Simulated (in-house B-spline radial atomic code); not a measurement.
## Pb III (Pb2+): [Ne] 3s2 (3p1/2)2 (3p3/2)2 3d10 4s2 4p6 4d10 4f14 5s2 5p6 5d10 6s2 6p2 (with a hole in an inner shell)

All numbers are computed (Dirac-Kohn-Sham PBE0, spherical fractional occupations; Fermi nucleus of rms radius 5.5012 fm) with a B-spline radial code for spherical atoms, not measured.

Z_r = [3n² - l(l+1)]/(2<r>); Z_e = n√(-2ε); the last column is Slater's effective charge. Values are occupation-weighted means over j. An effective charge above Z reflects the relativistic contraction of the inner shells.

```csv
shell,electrons,ε (eV),<r> (bohr),Z_r,Z_e,Slater
1s,2,-88324,0.01605,93.43,80.57,81.70
2s,2,-15977,0.06685,89.76,68.54,77.85
2p,6,-13892,0.06076,82.29,63.91,77.85
3s,2,-3940.1,0.173,78.05,51.05,71.45
3p,4,-3408.4,0.1714,72.93,47.48,71.45
3d,10,-2645.6,0.1585,66.26,41.83,62.85
4s,2,-946.81,0.3787,63.38,33.37,55.95
4p,6,-739.85,0.4008,57.38,29.50,55.95
4d,10,-482.41,0.4193,50.09,23.82,44.85
4f,14,-207.32,0.4269,42.16,15.61,33.45
5s,2,-190.03,0.8293,45.22,18.69,26.35
5p,6,-129.03,0.9331,39.12,15.40,26.35
5d,10,-54.572,1.172,29.43,10.01,12.85
6s,2,-34.555,2.018,26.76,9.56,7.65
6p,2,-20.922,2.516,21.07,7.44,7.65
```

The least bound orbital is 6p3/2 at -19.93 eV, and it is also the most diffuse (<r> = 2.596 bohr). The part-filled 3p shell lies below the filled 6s shell in orbital energy.

For the 1s electron the small component carries 9.78 % of the norm, the zero-frequency Breit interaction raises the level by 341.1 eV, self-energy by 223.1 eV, and vacuum polarisation lowers it by 47.61 eV.

Caution: exact exchange at fractional occupations of open shells leaves self-interaction of up to several eV.
